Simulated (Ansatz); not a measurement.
CH12GeO12Si3, SMILES `[CH3][Ge]([O][Si](O)(O)O)([O][Si](O)(O)O)[O][Si](O)(O)O` at its PBE0-D4/def2-TZVP geometry, where that method's forces vanish. Charge 0, multiplicity 1.

```xyz
29

C     1.6243   -2.6530    0.7900
Ge    0.7919   -1.0956    0.0620
O    -0.9645   -1.1602    0.2583
Si   -2.2253   -0.1950   -0.0828
O    -2.8033   -0.5064   -1.5912
O    -1.7973    1.3783   -0.0837
O    -3.4097   -0.4679    0.9912
O     1.1194   -0.9010   -1.6540
Si    0.6448    0.2674   -2.6841
O    -0.7216   -0.0464   -3.4878
O     0.3592    1.6292   -1.7765
O     1.8521    0.4611   -3.7493
O     1.3257    0.4321    0.7826
Si    0.9511    1.0913    2.2293
O    -0.1895    2.2318    2.0587
O     0.5022   -0.1936    3.1432
O     2.2346    1.7969    2.9395
H     1.2182   -3.5431    0.3107
H     2.6988   -2.6039    0.6164
H     1.4255   -2.6824    1.8608
H    -3.2863   -1.3271   -1.7065
H    -1.1530    1.6311   -0.7761
H    -3.1411   -0.7397    1.8699
H    -1.5326   -0.1824   -2.9737
H     1.0032    1.7618   -1.0705
H     1.6251    0.8610   -4.5898
H    -0.8849    2.0544    1.4022
H     0.4215   -0.0442    4.0861
H     2.3113    2.7452    2.8251
```

(1) What forces (eV/Å) does r2SCAN-D4/def2-TZVPP give on these atoms in the Gaussian-basis code of Ansatz? (An estimate is asked.)

## Answers

(1) Ansatz gave: 
```
C1   0.013 -0.025  0.011
Ge2 -0.015  0.022  0.023
O3   0.005 -0.101  0.049
Si4  0.043  0.000  0.002
O5  -0.047  0.021 -0.047
O6  -0.050  0.070  0.002
O7  -0.061  0.003  0.022
O8   0.081 -0.087 -0.031
Si9 -0.023 -0.009  0.035
O10 -0.048 -0.003 -0.056
O11 -0.017  0.082 -0.008
O12  0.050 -0.011 -0.028
O13  0.072  0.026 -0.062
Si14-0.029  0.004 -0.004
O15 -0.039  0.074  0.006
O16  0.001 -0.074  0.009
O17  0.053  0.009  0.030
H18  0.009  0.018  0.011
H19 -0.024 -0.002  0.004
H20  0.006 -0.005 -0.029
H21 -0.009 -0.028 -0.014
H22  0.039  0.003  0.001
H23  0.000 -0.006  0.019
H24 -0.007 -0.004  0.009
H25  0.006  0.005  0.043
H26  0.000  0.007 -0.014
H27 -0.006 -0.006 -0.016
H28 -0.009  0.001  0.032
H29  0.005  0.016  0.000
```
